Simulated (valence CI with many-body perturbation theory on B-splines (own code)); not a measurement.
**Level structure of Cd⁸⁺**

Computed by valence CI with perturbative core correlation (CI+MBPT): four valence electrons over a frozen Dirac-Fock core [Kr], radial functions for each j: 9 s, 9 p, 10 d, 8 f, 5 g, 3 h, 1 i, with the one-electron correlation potential Σ1, the two-electron term Σ2, the three-electron term Σ3, Breit, model QED; selected CI, second order for the rest, scaled by the run's own slope (own B-spline code, finite nucleus).

No measured spectrum was set against this ion. As an estimate, terms of the open shell hold to 2 to 4 % of their energy, and close levels can change places; different configurations can be misplaced against each other by 1,000 to 8,000 cm⁻¹. Core correlation moves these levels by up to 20000 cm⁻¹, and in measured spectra 5 to 20 % of such shifts remained as error; rates that hang on mixing are uncertain with them. The list stops below the first excitations out of the core. Only levels of the ground parity were solved; by the run's estimate the other parity begins above the list, which can be wrong where configurations are misplaced.

Levels 1 to 40 of 40, with energies above the lowest level, 4d⁴ ⁵D_0. "Leading %" is the weight of the configuration and term that name the level; weights of strongly mixed levels are sums over their largest components and can fall short. In the jj column 3d3/2^4 stands for four electrons in 3d with j = 3/2.

| No. | Configuration | Term | J | E (eV) | Leading % | Second component | g | Leading jj |
| --- | --- | --- | --- | --- | --- | --- | --- | --- |
| 1 | 4d⁴ | ⁵D | 0 | 0.000 | 89 | 10 % 4d⁴ ³P |  | 4d3/2^2 4d5/2^2 (48 %) |
| 2 | 4d⁴ | ⁵D | 1 | 0.218 | 94 | 5 % 4d⁴ ³P | 1.499 | 4d3/2^3 4d5/2 (70 %) |
| 3 | 4d⁴ | ⁵D | 2 | 0.507 | 97 |  | 1.494 | 4d3/2^2 4d5/2^2 (66 %) |
| 4 | 4d⁴ | ⁵D | 3 | 0.816 | 96 |  | 1.490 | 4d3/2^2 4d5/2^2 (52 %) |
| 5 | 4d⁴ | ⁵D | 4 | 1.127 | 93 | 6 % 4d⁴ ³F | 1.482 | 4d3/2^2 4d5/2^2 (41 %) |
| 6 | 4d⁴ | ³P | 0 | 2.888 | 79 | 10 % 4d⁴ ¹S |  | 4d3/2^4 (45 %) |
| 7 | 4d⁴ | ³H | 4 | 3.012 | 69 | 14 % 4d⁴ ³G | 0.890 | 4d3/2^3 4d5/2 (64 %) |
| 8 | 4d⁴ | ³H | 5 | 3.451 | 84 | 16 % 4d⁴ ³G | 1.059 | 4d3/2^2 4d5/2^2 (94 %) |
| 9 | 4d⁴ | ³G | 3 | 3.593 | 60 | 37 % 4d⁴ ³F | 0.888 | 4d3/2^2 4d5/2^2 (55 %) |
| 10 | 4d⁴ | ³P | 1 | 3.650 | 90 | 5 % 4d⁴ ³D | 1.448 | 4d3/2^2 4d5/2^2 (49 %) |
| 11 | 4d⁴ | ³H | 6 | 3.721 | 88 | 12 % 4d⁴ ¹I | 1.147 | 4d3/2^2 4d5/2^2 (73 %) |
| 12 | 4d⁴ | ³F | 2 | 3.784 | 88 | 7 % 4d⁴ ¹D | 0.711 | 4d3/2^2 4d5/2^2 (53 %) |
| 13 | 4d⁴ | ³F | 4 | 4.002 | 44 | 28 % 4d⁴ ³G | 1.095 | 4d3/2 4d5/2^3 (45 %) |
| 14 | 4d⁴ | ³G | 4 | 4.418 | 48 | 26 % 4d⁴ ³F | 1.095 | 4d3/2^2 4d5/2^2 (78 %) |
| 15 | 4d⁴ | ³P | 2 | 4.442 | 70 | 28 % 4d⁴ ³D | 1.394 | 4d3/2^2 4d5/2^2 (61 %) |
| 16 | 4d⁴ | ³F | 3 | 4.496 | 62 | 35 % 4d⁴ ³G | 0.967 | 4d3/2 4d5/2^3 (68 %) |
| 17 | 4d⁴ | ³G | 5 | 4.774 | 84 | 16 % 4d⁴ ³H | 1.174 | 4d3/2 4d5/2^3 (94 %) |
| 18 | 4d⁴ | ³D | 3 | 5.036 | 90 | 4 % 4d⁴ ¹F | 1.304 | 4d3/2^2 4d5/2^2 (39 %) |
| 19 | 4d⁴ | ¹I | 6 | 5.249 | 88 | 12 % 4d⁴ ³H | 1.019 | 4d3/2 4d5/2^3 (73 %) |
| 20 | 4d⁴ | ³D | 2 | 5.285 | 53 | 24 % 4d⁴ ³P | 1.199 | 4d3/2 4d5/2^3 (44 %) |
| 21 | 4d⁴ | ³D | 1 | 5.405 | 93 | 5 % 4d⁴ ³P | 0.558 | 4d3/2 4d5/2^3 (66 %) |
| 22 | 4d⁴ | ¹G | 4 | 5.918 | 67 | 19 % 4d⁴ ³F | 1.039 | 4d5/2^4 (52 %) |
| 23 | 4d⁴ | ¹S | 0 | 6.328 | 86 | 13 % 4d⁴ ³P |  | 4d3/2 4d5/2^3 (71 %) |
| 24 | 4d⁴ | ¹D | 2 | 6.620 | 67 | 12 % 4d⁴ ³D | 1.047 | 4d3/2^2 4d5/2^2 (51 %) |
| 25 | 4d⁴ | ¹F | 3 | 7.034 | 81 | 8 % 4d⁴ ³F | 1.024 | 4d3/2 4d5/2^3 (64 %) |
| 26 | 4d⁴ | ³P | 2 | 7.991 | 88 | 5 % 4d⁴ ¹D | 1.429 | 4d3/2^2 4d5/2^2 (53 %) |
| 27 | 4d⁴ | ³F | 4 | 8.224 | 90 | 8 % 4d⁴ ¹G | 1.227 | 4d3/2^2 4d5/2^2 (72 %) |
| 28 | 4d⁴ | ³F | 2 | 8.343 | 87 | 7 % 4d⁴ ¹D | 0.724 | 4d3/2^2 4d5/2^2 (47 %) |
| 29 | 4d⁴ | ³F | 3 | 8.482 | 87 | 11 % 4d⁴ ¹F | 1.075 | 4d3/2 4d5/2^3 (90 %) |
| 30 | 4d⁴ | ³P | 1 | 8.649 | 98 |  | 1.495 | 4d3/2 4d5/2^3 (88 %) |
| 31 | 4d⁴ | ³P | 0 | 8.995 | 94 | 4 % 4d⁴ ¹S |  | 4d5/2^4 (56 %) |
| 32 | 4d⁴ | ¹G | 4 | 9.338 | 90 | 7 % 4d⁴ ³F | 1.018 | 4d3/2 4d5/2^3 (74 %) |
| 33 | 4d⁴ | ¹D | 2 | 11.937 | 97 |  | 1.000 | 4d3/2^2 4d5/2^2 (52 %) |
| 34 | 4d⁴ | ¹S | 0 | 15.497 | 97 |  |  | 4d3/2^2 4d5/2^2 (59 %) |
| 35 | 4d³5s | ⁵F | 1 | 43.043 | 95 | 4 % 4d³5s ³D | 0.021 | 4d3/2^3 5s (52 %) |
| 36 | 4d³5s | ⁵F | 2 | 43.276 | 93 |  | 0.998 | 4d3/2^2 4d5/2 5s (53 %) |
| 37 | 4d³5s | ⁵F | 3 | 43.640 | 95 |  | 1.246 | 4d3/2^2 4d5/2 5s (72 %) |
| 38 | 4d³5s | ⁵F | 4 | 44.062 | 95 |  | 1.341 | 4d3/2 4d5/2^2 5s (64 %) |
| 39 | 4d³5s | ⁵F | 5 | 44.490 | 91 | 8 % 4d³5s ³G | 1.383 | 4d3/2 4d5/2^2 5s (50 %) |
| 40 | 4d³5s | ³F | 2 | 44.727 | 90 |  | 0.706 | 4d3/2^2 4d5/2 5s (55 %) |

Names give the largest LS component (configuration and term), which can be under half, so a name can repeat, a term be missing and a line seem to break the LS rules; names also repeat where a configuration has a term twice.

The ionisation energy to 4d³ ⁴F3/2 of the next ion comes out as 151.31 eV (NIST: 150 ± 2.2 eV (theoretical)). All 40 levels together are meant to be complete up to 45.150 eV.
